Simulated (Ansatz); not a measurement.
GeH$_{12}$Si$_{4}$ (`[SiH3][Ge]([SiH3])([SiH3])[SiH3]`), relaxed with RKS PBE-D4/def2-SVP in Ansatz 0.2.0 from a rough embedded geometry. The force threshold is 0.03 eV/Å; the program also tests the step.

The species carries charge 0 and has multiplicity 1.

Start:

```xyz
17

Si    2.005    0.395    0.995
Ge   -0.005    0.008    0.012
Si    0.302   -0.051   -2.246
Si   -1.422    1.735    0.482
Si   -0.883   -1.987    0.723
H     2.962   -0.744    0.698
H     2.598    1.643    0.563
H     1.860    0.398    2.468
H    -1.011   -0.316   -2.955
H     1.209   -1.161   -2.631
H     0.849    1.213   -2.727
H    -2.744    1.481   -0.136
H    -0.865    2.980    0.147
H    -1.650    1.729    2.026
H    -1.094   -1.954    2.176
H    -2.170   -2.259    0.044
H     0.059   -3.109    0.362
```

(1) How much energy does the relaxation release, and in how many steps? (Estimate.)

(2) Which bonds change most? (An estimate is asked.)

(3) Give the relaxed structure. (An estimate is asked.)

Answers

(1) The calculation gave: 49.62 kJ/mol, in 2 steps.

(2) Ansatz gave: Si1–Ge2 from 2.270 to 2.396 Å; Ge2–Si3 from 2.280 to 2.396 Å; Ge2–Si4 from 2.283 to 2.395 Å; Ge2–Si5 from 2.293 to 2.396 Å.

(3) Ansatz gave: 
```xyz
17

Si    2.116    0.374    1.063
Ge    0.001    0.011   -0.002
Si    0.309   -0.070   -2.376
Si   -1.511    1.778    0.570
Si   -0.914   -2.076    0.741
H     3.062   -0.745    0.718
H     2.713    1.677    0.601
H     1.941    0.421    2.558
H    -1.010   -0.313   -3.059
H     1.255   -1.186   -2.733
H     0.883    1.232   -2.871
H    -2.837    1.563   -0.108
H    -0.952    3.107    0.135
H    -1.724    1.804    2.061
H    -1.126   -2.046    2.231
H    -2.236   -2.330    0.066
H     0.029   -3.200    0.405
```
